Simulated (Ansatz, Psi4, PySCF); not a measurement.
H₅GeSi (SMILES [SiH2][GeH3]), doublet, geometry from GFN2-xTB, atoms displaced at random by about 0.03 Å a coordinate. Base run: HF/cc-pVDZ, gradient (PySCF).

PySCF was given this input:
```python
from pyscf import gto, scf

mol = gto.M(
    atom='''
Si    1.58033684   -0.15639327    0.20027069
Ge   -0.71674080    0.10639760   -0.07423896
H     2.39596552    0.97355663   -0.34948895
H     2.15693821   -1.37059973   -0.29633586
H    -1.52575473   -0.28680501    1.16274175
H    -1.16180678    1.47162363   -0.34019613
H    -1.37664311   -0.68541236   -1.20183712
''',
    basis='cc-pvdz',
    spin=1,
    verbose=4,
)

mf = scf.UHF(mol)
mf.kernel()
g = mf.nuc_grad_method()
grad = g.kernel()
```

Programs used: Ansatz (a program for electronic structure), Psi4, PySCF; a row that names a program was run with it.

The coordinate followed is y of atom 2.

Variants of this job, named by their change:

```csv
change,dE/dx (Eh/bohr),net force (Eh/bohr)
base,0.021842,0.000000
finite difference step (bohr) = 1e-3; conv_tol = 1e-11,0.021842,-
finite difference step (bohr) = 1e-4; conv_tol = 1e-11,0.021842,-
density fitting = on; auxbasis_response = off,0.021946,0.000387
finite difference step (bohr) = 0.2; conv_tol = 1e-11,0.025063,-
conv_tol = 1e-6,0.021841,0.000000
finite difference step (bohr) = 1e-5; conv_tol = 1e-11,0.021842,-
code = psi4,0.020713,0.000000
code = ansatz,0.021842,0.000000
conv_tol = 1e-11,0.021842,0.000000
finite difference step (bohr) = 0.05; conv_tol = 1e-11,0.022042,-
conv_tol = 1e-4,0.021835,0.000000
```

The net force is zero for an exact gradient.

Open shells are given as the SCF converged; they aren't shown to be the lowest states, and a large step between rows can be another state.
